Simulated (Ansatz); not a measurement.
Ansatz (an electronic-structure program) input (RI-MP2/def2-TZVPP):
A basis named .json is the Basis Set Exchange file of that set.

Ansatz 0.2 input:
```yaml
crystal:
  periodic: [false, false, false]
  atoms:
    - {symbol: C, position_ang: [-1.68707335, -0.34091863, 0.21306762]}
    - {symbol: Si, position_ang: [0.03569951, 0.08483575, -0.39600789]}
    - {symbol: O, position_ang: [0.69916891, 1.36508841, 0.43465068]}
    - {symbol: O, position_ang: [0.95902582, -1.23673488, -0.03430845]}
    - {symbol: H, position_ang: [-2.38230278, 0.47941608, 0.03098185]}
    - {symbol: H, position_ang: [-1.64289428, -0.53486826, 1.28853367]}
    - {symbol: H, position_ang: [-2.06203784, -1.23317341, -0.28968413]}
    - {symbol: H, position_ang: [0.53036175, 2.24817108, 0.09622265]}
    - {symbol: H, position_ang: [1.91396214, -1.12856255, -0.06308723]}
basis:
  gaussian:
    orbitals: def2-TZVPP
    fitting: {mean_field: def2-universal-jkfit, correlation: def2-TZVPP-RIFIT.json}
magnetization: {spin_polarized: true, initial_magnetization: 1}
correlation: {method: mp2, electrons: outside_noble_gas}
```

End of the output:

```
integrals: 0.17 GiB planned
447 factors; integrals over basis functions are off by at most 9.6e-1 eV
501 factors; integrals over basis functions are off by at most 6.9e-1 eV
0.52 GiB of device memory are held for the factors and their scratch space
mean field: 0.66 GiB planned
mean field evaluation 1: about -13045.4337 eV, gradient 3.6e1 eV
mean field evaluation 2: about -13049.0578 eV, gradient 2.2e1 eV
mean field evaluation 4: about -13050.8275 eV, gradient 1.1e0 eV
mean field evaluation 8: about -13050.8457 eV, gradient 1.6e-6 eV
mean field -13050.84574438 eV, -479.6097349250 hartree, gradient 1.6e-6 eV, S^2 0.754120; 0 other end points of the search recorded, 0 dependent functions left out
8 core orbitals not correlated
reference -13050.84574438 eV, -479.6097349250 hartree; 13, 12 occupied and 184, 185 virtual orbitals, 501 factors
second order -20.67056351 eV of doubles, -0.00000000 eV of singles
Total energy: -13071.51630789 eV, -480.3693641229 hartree
```

It need not be the lowest isomer of its formula.
